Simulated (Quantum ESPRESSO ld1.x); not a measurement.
Task: Ag, configuration [Kr] 4d10 5s1. All-electron calculation, non-relativistic Kohn-Sham, PBEsol, spin-unpolarised, spherical densities, point nucleus; relativity is left out, which matters for an element this heavy. Program: ld1.x of Quantum ESPRESSO 7.5. Some entries of the table are withheld. Estimate them.

| orbital | occ. | eigenvalue (eV) | r(max) (bohr) |
|---|---|---|---|
| 1s | 2 | -24515.2 | 0.021 |
| 2s | 2 | -3535.27 | 0.119 |
| 2p | 6 | -3290.29 | 0.093 |
| 3s | 2 | -644.796 | 0.344 |
| 3p | 6 | (1) | 0.331 |
| 3d | 10 | -363.382 | 0.273 |
| 4s | 2 | -87.6379 | (2) |
| 4p | 6 | -56.6342 | 0.885 |
| 4d | 10 | -7.9180 | 1.03 |
| 5s | 1 | (3) | 2.63 |

Result: 
(1) 3p eigenvalue (eV): -546.058
(2) 4s r(max) (bohr): 0.850
(3) 5s eigenvalue (eV): -3.9976
